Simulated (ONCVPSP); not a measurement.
## Before and after: ONCV potential for Ni

| Item | Value |
| --- | --- |
| Element | nickel (Ni) |
| Generator | ONCVPSP 4.0.1 |
| Type | optimised norm-conserving Vanderbilt (ONCV) |
| Functional | LDA (Perdew-Zunger) |
| Relativity | fully relativistic |
| Frozen core | [Ne] 3s2 |
| Valence charge | 16 |
| Reference configuration | 3p6 3d8 4s2 |
| Partial waves | 4s: rc 2.40 bohr, ncon 4, nbas 9, qcut 3.1 1/bohr, 3 projectors, debl 2.7 Ha; 3p: rc 0.90 bohr, ncon 4, nbas 8, qcut 13.4 1/bohr, 2 projectors, debl 1 Ha; 3d: rc 1.20 bohr, ncon 4, nbas 9, qcut 10.8 1/bohr, 2 projectors, debl 1 Ha; f scattering state at 0.06 Ha: rc 2.50 bohr, ncon 4, nbas 8, qcut 5 1/bohr, 3 projectors, debl 1.3 Ha |
| Local potential | polynomial inside 0.90 bohr (lpopt 5, dvloc0 0 Ha) |
| Core correction | Teter function, fcfact 1.5, rcfact 1.05 |

Open shells are filled in proportion to 2j + 1.

In the p channel the program set the typed energies aside and used -2.591, 0.250 Ha (j = l + 1/2; the other j can differ).

Change: p: qcut 19.3.

Cutoffs: the cutoffs (Ha) at which the residual kinetic energy of the hardest occupied pseudo-wave falls to 1 and 0.1 mHa per electron; they do not see the model core or the augmentation charge, which bear on the density cutoff. Errors are all-electron minus pseudo energies relative to the spin-unpolarised reference configuration.

Problem. What does the change do?

Solution. The potential gets harder (55 Ha and 144 Ha → 87 Ha and 144 Ha); the errors of the 4 common tests hardly move; neither file shows a bound ghost. The waves are optimised to have the least kinetic energy above qcut, so the cutoff follows it (qcut²/2 in Ha).

| quantity | base | changed |
| --- | --- | --- |
| cutoff, loose | 55 Ha | 87 Ha |
| cutoff, tight | 144 Ha | 144 Ha |
| loose cutoff by channel | s 4.2 Ha, p 40 Ha, d 55 Ha | s 4.2 Ha, p 87 Ha, d 55 Ha |
| bound ghosts | none | none |
| GHOST(+) flags under 300 eV | s at 40.2 eV | s at 40.2 eV |
| error for 3p6 3d8 4s1, meV [ΔE 9.60 eV] | -5.3 | -5.3 |
| error for 3p6 3d8 4s0, meV [ΔE 27.26 eV] | -36 | -36 |
| error for 3p6 3d7 4s0, meV [ΔE 65.06 eV] | -7.9 | -7.9 |
| error for 3p6 3d8 4s1 4p1, meV [ΔE 4.68 eV] | -6.4 | -6.5 |
| s: phases at 2.43 bohr within 0.05 rad from the reference energy up to (Ha; the scan ends near 5) | 1.5 | 1.5 |
| p3/2: phases at 0.92 bohr within 0.05 rad from the reference energy up to (Ha; the scan ends near 5) | to the end of the scan | to the end of the scan |
| p1/2: phases at 0.92 bohr within 0.05 rad from the reference energy up to (Ha; the scan ends near 5) | to the end of the scan | to the end of the scan |
| d5/2: phases at 1.22 bohr within 0.05 rad from the reference energy up to (Ha; the scan ends near 5) | to the end of the scan | to the end of the scan |
| d3/2: phases at 1.22 bohr within 0.05 rad from the reference energy up to (Ha; the scan ends near 5) | to the end of the scan | to the end of the scan |
| f7/2: phases at 2.53 bohr within 0.05 rad from the reference energy up to (Ha; the scan ends near 5) | to the end of the scan | to the end of the scan |
| f5/2: phases at 2.53 bohr within 0.05 rad from the reference energy up to (Ha; the scan ends near 5) | to the end of the scan | to the end of the scan |
| rms error of d²Exc/dni dnj with the model core, mHa | 8.95 | 8.99 |
